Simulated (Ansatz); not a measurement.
Isolated molecules relaxed with PBE0-D4/def2-TZVP in Ansatz; ΔE leaves out vibrations. CCSD(T)/CBS is the MP2 limit (def2-TZVPP, def2-QZVPP) plus CCSD(T) − MP2 in def2-TZVPP, frozen cores. This one scheme is used for every species. Each species was taken in one conformer, which may not be the lowest.

`BSCN` + `BS` → `BSB` + `NCS`  (ligand exchange at a B–S bond)

`BSCN`:

Z-matrix (Å, degrees):
```
C
S 1 1.823
N 1 1.441 2 111.2
H 1 1.098 2 104.5 3 -125.3
H 1 1.090 2 107.9 3 119.8
B 2 1.757 1 103.7 3 -70.5
H 3 1.013 1 110.6 2 174.3
H 3 1.012 1 111.1 2 -65.6
H 6 1.193 2 116.3 1 178.6
H 6 1.192 2 120.7 1 -2.5
```

`BS`:

```xyz
5

B     0.524   -0.044   -0.244
S    -0.670    0.687    0.831
H     1.600    0.468   -0.249
H     0.258   -0.989   -0.916
H    -1.712   -0.122    0.578
```

`BSB`:

Cartesian coordinates in Å:
```
B -0.254 0.284 -1.357
S 1.042 -0.377 -0.304
B 0.319 -0.307 1.338
H -1.288 0.634 -0.884
H -0.024 0.349 -2.525
H 0.989 -0.698 2.244
H -0.783 0.116 1.489
```

`NCS`:

Z-matrix (Å, degrees):
```
C
S 1 1.811
N 1 1.444 2 112.7
H 1 1.097 2 107.3 3 -128.3
H 1 1.092 2 104.7 3 117.9
H 2 1.342 1 96.7 3 83.9
H 3 1.012 1 111.0 2 -65.0
H 3 1.014 1 110.4 2 175.5
```

```
species  CCSD(T)/CBS(def2) energy (Eh)
 `BSCN`                     -518.93657
   `BS`                     -424.38198
  `BSB`                     -449.77944
  `NCS`                     -493.52417
```

(1) Work out ΔE.

Largest T1 diagnostic among the species: 0.015.

## Answers

(1) ΔE = (-449.77944) + (-493.52417) − (-518.93657) − (-424.38198) = 0.01494 Eh = +0.41 eV.

From BLYP to BHLYP (50 % exact exchange), in def2-TZVPP and without D4, ΔE moves by −0.07 eV. Leaving LDA and LC-ωPBE aside and taking each functional with its dispersion term where it has one, the values, not all of them listed here, spread over 0.10 eV, from BHLYP-D4 to PBE-D4. LDA lies +0.06 eV from PBE without D4. In def2-TZVPP, CCSD(T) changes the Hartree–Fock value by +0.12 eV (the triples alone add +0.02 eV) and MP2 by +0.11 eV.
